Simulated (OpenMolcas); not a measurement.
**Xe2+: effect of the level shift or regulariser**

```json
{
  "Program": "OpenMolcas",
  "Basis": "ANO-RCC-VQZP [8s7p5d3f2g]",
  "Scalar Hamiltonian": "DKH2, point nucleus",
  "Active space": "4 electrons in 3 orbitals (5p)",
  "State averaging": "2S+1 = 3 even, 3 roots; 2S+1 = 1 even, 6 roots",
  "Spin-orbit coupling": "state interaction with AMFI integrals over the reference wave functions, term energies averaged over their components"
}
```

Methods on the same reference wave functions:
A. CASSCF
B. SS-CASPT2, IPEA 0.25 Eh, imaginary shift 0.1 Eh (closed shells correlated: 4d 5s)
C. SS-CASPT2, IPEA 0.25 Eh, imaginary shift 0.3 Eh (closed shells correlated: 4d 5s)

Energies in cm-1 above 5s2 5p4 3P2, the measured ground level; measured values from Saloman, J. Phys. Chem. Ref. Data 33, 765 (2004).

```csv
Level,A,B,C,Measured
5s2 5p4 3P2,0.0,0.0,0.0,0.0
5s2 5p4 3P0,8448,7940,7940,8130
5s2 5p4 3P1,8670,8910,8910,9794
5s2 5p4 1D2,18820,16630,16640,17099
5s2 5p4 1S0,39424,35200,35200,36103
```

Deviations, from unrounded energies. A percentage is the sum of absolute deviations over the sum of measured energies, with the sign that they share, or ± where signs differ.

```json
{"Against measurement": "mean absolute deviation (cm-1)", "Levels": "4", "A": "1600", "B": "610", "C": "610"}
{"Against measurement": "fine structure of the ground term (%)", "Levels": "2", "A": "±8.0", "B": "-6.0", "C": "-6.0"}
{"Against measurement": "other terms of the ground configuration (%)", "Levels": "2", "A": "+9.5", "B": "-2.6", "C": "-2.6"}
```

B, C lie about equally close to measurement and A furthest from it. The largest miss of C in the table is 5s2 5p4 1S0, by -900 cm-1. The ranking rests on the paired levels alone, and a cruder setting can come out closer through cancelling errors.

Between B and C the level of the table that moves most is 5s2 5p4 1S0, by 5.1 cm-1 (lowest in B, highest in C). Moves below CASPT2's spread within the term are not significant.

The two smallest mean deviations differ by little beside CASPT2's spread within terms, so their order carries little weight.

From A to B the spin-free energies of the other terms of 5s2 5p4 shown, above 3P, scale by factors of 0.78 to 0.83.

The lowest spin-free term lies below A's lowest term by 0.632 hartree in B, 0.632 hartree in C.

CASPT2 does not keep the components of a term degenerate, so their means are used; among the terms shown or strongly mixed into the levels shown the widest spread is 170 cm-1 (5s2 5p4 1D, B). With the s shell closed, the reference lacks s² → p² mixing. Computed and measured levels are paired by configuration, term and J; levels that our copy of the source lacks, or whose pairing is in doubt (as where it misses far off the trend of its configuration), stay unpaired and out of the deviations. Levels of configurations outside the active space are missing.
